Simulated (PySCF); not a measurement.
# SnF and its ions

UHF-CCSD(T); Sn def2-SVPD with ECP28, F def2-SVPD; scalar-relativistic core potentials (PySCF 2.14). Neutral (UHF): doublet (π ↑), Re = 1.994 Å, ωe = 558 cm⁻¹, De = 4.76 eV.

SnF⁻ (UHF): triplet (π ↑↑), Re = 2.103 Å, ωe = 427 cm⁻¹, De = 2.52 eV to Sn + F⁻. The energies at the minima are -313.03611 hartree for SnF and -313.07493 for SnF⁻.

Q: Work out the adiabatic electron affinity, without and with harmonic zero-point energies (1 hartree = 27.2114 eV, 1 eV = 8065.5 cm⁻¹), and the change of the bond length.

A: At UHF-CCSD(T): 0.03882 hartree = 1.056 eV between the minima; the zero-point term (558.0 − 427.0)/2 cm⁻¹ = +0.008 eV makes it 1.064 eV. Re changes by +10.9 pm against the neutral. The electron enters a π orbital, and the longer bond of the ion fits an antibonding orbital, or a change in how ionic the bond is.

Correlated steps freeze 5 core orbitals. Correlated levels converge slowly with the basis: in double zeta they bind strong bonds too weakly, by up to about 1 eV, and carry superposition errors of some tenths. Spin–orbit coupling is left out, which matters for elements this heavy, above all for dissociation energies. For an ion De counts to the pair picked by the measured ionisation energies or electron affinities, which need not be the lowest pair at this level. States were picked by a PBE0 search and need not be the measured ground states.
